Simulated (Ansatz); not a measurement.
The cluster Hg3O2 (the lowest singlet isomer of a short search), 5 atoms. Hardware: 4 threads of Intel Xeon on a shared host.

In the def2 sets Hg takes a core potential; there is no spin–orbit coupling. Correlated methods freeze 2 core orbitals; core or outer-core shells of Hg are correlated, in sets that lack core-valence functions.

Question: How many basis functions does each of these Ansatz runs have, and roughly what does it cost? B3LYP-D4/def2-TZVP, charge 0 singlet, energy, from earlier orbitals; PBE0-D4/def2-SVP, charge 0 singlet, energy, from earlier orbitals; CAM-B3LYP-D4/def2-TZVP, charge 0 singlet, energy, from earlier orbitals; PBE-D4/def2-SVP, charge 0 singlet, energy, from earlier orbitals; CCSD(T)/def2-SVP, charge 0 singlet, energy, from earlier orbitals; PBE-D4/def2-TZVP, charge 0 singlet, energy and forces, from earlier orbitals; MP2/def2-TZVP, charge 0 singlet, energy, from earlier orbitals; r2SCAN-D4/def2-TZVP, charge 0 singlet, energy, from earlier orbitals; HSE06-D4/def2-TZVP, charge 0 singlet, energy, from earlier orbitals; PBE0-D4/def2-TZVP, charge 0 singlet, energy, from earlier orbitals; PBE-D4/def2-SVP, charge 0 singlet, relaxation, 8 steps.

Answer: Other jobs shared the machine, so times can vary by a factor of up to 3. A dash marks memory too small to be measured apart from the calling script's.

| run | functions | fitting or Cholesky vectors | wall time | peak host memory (GiB) |
| --- | --- | --- | --- | --- |
| PBE-D4/def2-SVP, charge 0 singlet, energy, from earlier orbitals | 124 | 1225 | 3.4 s | – |
| PBE0-D4/def2-SVP, charge 0 singlet, energy, from earlier orbitals | 124 | 1239 | 6.5 s | – |
| PBE-D4/def2-TZVP, charge 0 singlet, energy and forces, from earlier orbitals | 191 | 1472 | 8 s | – |
| r2SCAN-D4/def2-TZVP, charge 0 singlet, energy, from earlier orbitals | 191 | 1472 | 12 s | – |
| B3LYP-D4/def2-TZVP, charge 0 singlet, energy, from earlier orbitals | 191 | 1559 | 17 s | 0.81 |
| HSE06-D4/def2-TZVP, charge 0 singlet, energy, from earlier orbitals | 191 | 1634 | 18 s | 0.85 |
| CAM-B3LYP-D4/def2-TZVP, charge 0 singlet, energy, from earlier orbitals | 191 | 1559 | 19 s | 0.87 |
| PBE0-D4/def2-TZVP, charge 0 singlet, energy, from earlier orbitals | 191 | 1634 | 25 s | 0.82 |
| MP2/def2-TZVP, charge 0 singlet, energy, from earlier orbitals | 191 | 1534 | 25 s | 0.61 |
| PBE-D4/def2-SVP, charge 0 singlet, relaxation, 8 steps | 124 | 1225 | 36 s | – |
| CCSD(T)/def2-SVP, charge 0 singlet, energy, from earlier orbitals | 124 | 1239 | 5.5 min | 1.4 |
